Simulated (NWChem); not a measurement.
# BiH3; SMILES [BiH3]

All runs: NWChem. The geometry was optimised at PBE0-D3(BJ)/def2-TZVP. def2 effective core potentials on Bi; no spin-orbit coupling. B3LYP is NWChem's, with the RPA form of VWN correlation. Ions are spin-unrestricted doublets at the neutral geometry; other ion states weren't tried.

| level | vertical ionisation energy, ΔSCF (eV) | −ε(HOMO) (eV) | ΔSCF minus −ε(HOMO) (eV) |
|---|---|---|---|
| B3LYP/def2-SVP | 10.08 | 7.45 | 2.63 |
| PBE/def2-SVP | 9.93 | 6.60 | 3.33 |
| BHandHLYP/def2-SVP | 10.00 | 8.53 | 1.47 |
| LDA (Slater exchange, VWN5)/def2-SVP | 10.12 | 6.73 | 3.39 |
| LRC-wPBEh/def2-SVP | 9.99 | 9.39 | 0.60 |
